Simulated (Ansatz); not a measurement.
C₂H₉AlBN at its PBE0-D4/def2-TZVP geometry, where that method's forces vanish. Total charge 0; spin multiplicity 1. The bonds changed during the relaxation, so this is another structure than the one it started from.

```
atom    x (Å)    y (Å)    z (Å)
  C1   1.8480   0.1544   1.2460
  B2   0.4774   0.2093   0.5178
 Al3  -1.3639   1.2321   0.1033
  C4   0.0051  -0.9421  -0.4716
  N5  -1.1547  -0.3766  -1.2322
  H6   1.8762   0.6759   2.2042
  H7   2.2853  -0.8440   1.3584
  H8   2.5302   0.7157   0.5857
  H9  -1.4677   2.5322  -0.8340
 H10  -2.6467   0.8667   0.9975
 H11   0.7312  -1.4384  -1.1274
 H12  -0.3845  -1.7198   0.2015
 H13  -1.8877  -1.0508  -1.4208
 H14  -0.8482  -0.0145  -2.1283
```

**Question.** For each bond, give half the difference of the two atoms' forces along it (eV/Å; positive pushes the atoms apart) under PBE-D4, r2SCAN-D4, B3LYP-D4, ωB97M-V in def2-TZVPP. (An estimate is asked.)

**Answer.** Computed: 
```json
{"bond": "C1–B2", "length (Å)": "1.553", "PBE-D4": "-0.09", "r2SCAN-D4": "-0.02", "B3LYP-D4": "0.04", "ωB97M-V": "0.12"}
{"bond": "C1–H6", "length (Å)": "1.091", "PBE-D4": "0.13", "r2SCAN-D4": "-0.01", "B3LYP-D4": "-0.03", "ωB97M-V": "-0.07"}
{"bond": "C1–H7", "length (Å)": "1.096", "PBE-D4": "0.14", "r2SCAN-D4": "-0.01", "B3LYP-D4": "-0.02", "ωB97M-V": "-0.08"}
{"bond": "C1–H8", "length (Å)": "1.103", "PBE-D4": "0.15", "r2SCAN-D4": "0.00", "B3LYP-D4": "-0.04", "ωB97M-V": "-0.05"}
{"bond": "B2–Al3", "length (Å)": "2.147", "PBE-D4": "-0.02", "r2SCAN-D4": "-0.01", "B3LYP-D4": "0.04", "ωB97M-V": "0.00"}
{"bond": "B2–C4", "length (Å)": "1.590", "PBE-D4": "-0.07", "r2SCAN-D4": "-0.01", "B3LYP-D4": "0.01", "ωB97M-V": "0.04"}
{"bond": "Al3–N5", "length (Å)": "2.101", "PBE-D4": "-0.05", "r2SCAN-D4": "-0.05", "B3LYP-D4": "0.09", "ωB97M-V": "0.08"}
{"bond": "Al3–H9", "length (Å)": "1.606", "PBE-D4": "0.05", "r2SCAN-D4": "-0.01", "B3LYP-D4": "-0.09", "ωB97M-V": "-0.11"}
{"bond": "Al3–H10", "length (Å)": "1.606", "PBE-D4": "0.06", "r2SCAN-D4": "-0.01", "B3LYP-D4": "-0.09", "ωB97M-V": "-0.11"}
{"bond": "C4–N5", "length (Å)": "1.498", "PBE-D4": "0.14", "r2SCAN-D4": "0.30", "B3LYP-D4": "0.32", "ωB97M-V": "0.25"}
{"bond": "C4–H11", "length (Å)": "1.097", "PBE-D4": "0.13", "r2SCAN-D4": "-0.04", "B3LYP-D4": "-0.11", "ωB97M-V": "-0.15"}
{"bond": "C4–H12", "length (Å)": "1.100", "PBE-D4": "0.12", "r2SCAN-D4": "-0.04", "B3LYP-D4": "-0.12", "ωB97M-V": "-0.09"}
{"bond": "N5–H13", "length (Å)": "1.014", "PBE-D4": "0.19", "r2SCAN-D4": "-0.04", "B3LYP-D4": "-0.06", "ωB97M-V": "-0.09"}
{"bond": "N5–H14", "length (Å)": "1.014", "PBE-D4": "0.21", "r2SCAN-D4": "-0.02", "B3LYP-D4": "-0.06", "ωB97M-V": "-0.07"}
```

B3LYP here is the variant with VWN-RPA as its local correlation; programs differ in this.
